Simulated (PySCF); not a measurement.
selenophene (C4H4Se), SMILES c1ccc[se]1.

Geometry: r2SCAN-D4/def2-SVP.

These are PySCF with PBE/def2-TZVP values and carry that method's errors.

Symmetry labels are those of the subgroup C2v that the program uses (full group C2v).

Q: List the valence orbital energies around the gap with their symmetry. (An estimate is asked for; the answer gives what the named calculation found.)

A: 
| orbital | symmetry | energy (eV) |
|---|---|---|
| HOMO−7 | A1 | -12.46 |
| HOMO−6 | B2 | -9.92 |
| HOMO−5 | A1 | -9.55 |
| HOMO−4 | B2 | -8.95 |
| HOMO−3 | B1 | -8.94 |
| HOMO−2 | A1 | -8.07 |
| HOMO−1 | B1 | -5.93 |
| HOMO | A2 | -5.80 |
| LUMO | B1 | -1.48 |
| LUMO+1 | B2 | -0.65 |
| LUMO+2 | A2 | 0.46 |
| LUMO+3 | A1 | 0.92 |
